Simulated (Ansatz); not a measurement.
Al2F4H4N2 (`[F][Al-]1([F])[NH2+][Al-]([F])([F])[NH2+]1`), relaxed with RKS PBE0-D4/def2-TZVP in Ansatz from a GFN2-xTB geometry. The force threshold is 0.005 eV/Å; the program also tests the step.

The species carries charge 0 and has multiplicity 1.

Start:

```xyz
12

F     0.779   -2.261    0.899
Al   -0.172   -1.328   -0.063
F    -1.318   -1.907   -1.089
N     0.950   -0.076   -1.031
Al    0.193    1.324    0.083
F     1.349    1.857    1.122
F    -0.735    2.297   -0.862
N    -0.964    0.078    1.017
H     1.956   -0.218   -0.952
H     0.748    0.008   -2.027
H    -0.822    0.003    2.024
H    -1.964    0.222    0.877
```

**Question.** By how much does the energy fall, and how many steps does the optimiser take? (Estimate.)

**Answer.** Computed: 7.10 kJ/mol, in 5 steps.

**Question.** Which bonds change most? (Estimate.)

**Answer.** Computed: Al2–N8 from 1.942 to 1.927 Å; N4–Al5 from 1.942 to 1.927 Å; Al5–N8 from 1.940 to 1.927 Å.

**Question.** Give the relaxed structure. (Estimate.)

**Answer.** Computed: 
```xyz
12

F     0.736   -2.358    0.863
Al   -0.188   -1.361   -0.074
F    -1.332   -1.967   -1.097
N     0.919   -0.074   -0.985
Al    0.188    1.361    0.074
F     1.333    1.965    1.098
F    -0.734    2.359   -0.862
N    -0.920    0.074    0.984
H     1.917   -0.218   -0.869
H     0.743    0.005   -1.981
H    -0.744   -0.005    1.981
H    -1.918    0.218    0.868
```
